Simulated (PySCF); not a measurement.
Structure problem from calculated spectra and properties.

Formula: C6H6P2.

* 13C NMR: chemical shifts (computed TMS as zero) by class: 86.0 (2 C), 85.8 (2 C), 27.3 (2 C) ppm [GIAO PBE0/pcSseg-1]
* Triplet: lowest triplet excitation (Tamm–Dancoff): 2.14 eV [TDA CAM-B3LYP/def2-SVPD]
* Dipole: 0.17 D [CAM-B3LYP/def2-SVPD]
* 1H NMR: chemical shifts (computed TMS as zero) by class: 3.76 (4 H), 2.36 (2 H) ppm [GIAO PBE0/pcSseg-1]
* Rotational structure: rotational constants A, B, C: 3.358, 0.859, 0.701 GHz [GFN2-xTB]
* UV, strongest line: among the 8 lowest singlet transitions: S3 at 4.36 eV (284 nm, f = 0.080) [TDDFT CAM-B3LYP/def2-SVPD]
* NMR, other nuclei: isotropic shieldings of nuclei other than C and H, by class: -312 (2 P) ppm [GIAO PBE0/pcSseg-1]

Electronic properties: PySCF, gas phase, density fitting. Levels stand in brackets. Isolated species at its GFN2-xTB geometry (one conformer only). Each NMR value is the plain mean over a class of atoms that symmetry, rotation or inversion makes alike.

Problem. What is the compound? Reason from the data.

Solution. Numbering: `[CH:1]#[C:2][CH2:3]/[P:4]=[P:5]/[CH2:6][C:7]#[CH:8]`. 6 carbons fall into 3 classes; from least to most shielded: alkyne carbon [C2/C7] (86.0 ppm, 2 C), terminal alkyne carbon [C1/C8] (85.8 ppm, 2 C), sp3 carbon bound to phosphorus [C3/C6] (27.3 ppm, 2 C). Hydrogen classes from least to most shielded: 4 H on 2 like atoms (sp3 carbon bound to phosphorus), C3/C6 (3.76 ppm, a mean of values up to 0.6 ppm apart in this geometry), 2 H on 2 terminal alkyne carbons, C1/C8 (2.36 ppm). The other shieldings belong to: -312 ppm, phosphorus bonded to C and P [P4/P5]. The optimised geometry has point group C2 and is an asymmetric top. Structure: `C#CC/P=P/CC#C`. Computed isomers that give other values at the same levels: `C=Cc1cpccp1` (13C chemical shifts (computed TMS as zero) by class: 176.6 (1 C), 168.6 (1 C), 164.5 (1 C), 159.4 (1 C), 146.9 (1 C), 119.3 (1 C) ppm); `C=Cc1pcccp1` (13C chemical shifts (computed TMS as zero) by class: 212.8 (1 C), 162.6 (2 C), 150.4 (1 C), 136.4 (1 C), 118.4 (1 C) ppm); `[H]/P=P\c1ccccc1` (13C chemical shifts (computed TMS as zero) by class: 167.2 (1 C), 135.2 (1 C), 133.7 (2 C), 133.7 (2 C) ppm). The assignments are read from this structure; whether some other isomer fits the data as well wasn't checked.

The values belong to the conformer `[CH:1]#[C:2][CH2:3]/[P:4]=[P:5]/[CH2:6][C:7]#[CH:8]`: C2–C3–P4–P5 -13°, P4–P5–C6–C7 -11°.
